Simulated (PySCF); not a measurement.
**How methods differ on the interval between two levels of Ni³⁺**

Ni³⁺ [Ar] 3d7 [4F9/2, M_J = 9/2] → Ni³⁺ [Ar] 3d6 4p1 [6F11/2, M_J = 11/2], as a difference of total energies. All numbers are calculated (PySCF 2.14, the two-component X2C-1e Hamiltonian, in x2c-SVPall-2c with one added diffuse shell each of s, d type (6s5p4d1f, 48 functions)). Correlated levels: [Ne] frozen; the 6 highest virtual spinors dropped. "Screened" scales the spin-orbit matrix elements by Boettger's factors to mimic the two-electron term; Breit and QED terms are absent.

```
                    method  interval between two levels (cm⁻¹)
           GHF (spin-free)                              187690
          GMP2 (spin-free)                              193670
 GHF (screened spin-orbit)                              188290
GMP2 (screened spin-orbit)                              194260
```

The labels give the starting determinants; with spin-orbit coupling the two ends relaxed to ⟨J²⟩ = 24.75, ⟨L²⟩ = 12.03, ⟨S²⟩ = 3.74 and ⟨J²⟩ = 35.75, ⟨L²⟩ = 12.02, ⟨S²⟩ = 8.74.
